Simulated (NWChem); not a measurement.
Species: CH3Mg, doublet; SMILES [CH3][Mg]

```xyz
5

Mg     0.0000     0.0000    -0.9511
C      0.0000     0.0000     1.1795
H      0.7294     0.7294     1.5714
H      0.2670    -0.9963     1.5714
H     -0.9963     0.2670     1.5714
```
Atoms are numbered in this order, from 1.

In the optimisation the excess spin sits in a1 (C3v, its own frame). The geometry was optimised at PBE0/def2-SVP, spin-unrestricted. The spin multiplicity was typed, not searched, and may not be the lowest. No stability test was run on the SCF state.

**Question.** List the 4 lowest vertical excitations from PBE/6-31+G* (spherical d), spin-unrestricted, TDA (NWChem).

**Answer.** 
| state | energy (eV) | oscillator strength | <S²> |
|---|---|---|---|
| state 1 | 2.50 | 0.107 | 0.75 |
| state 2 | 2.50 | 0.107 | 0.75 |
| state 3 | 3.25 | 0.006 | 0.77 |
| state 4 | 3.84 | 0.342 | 0.77 |
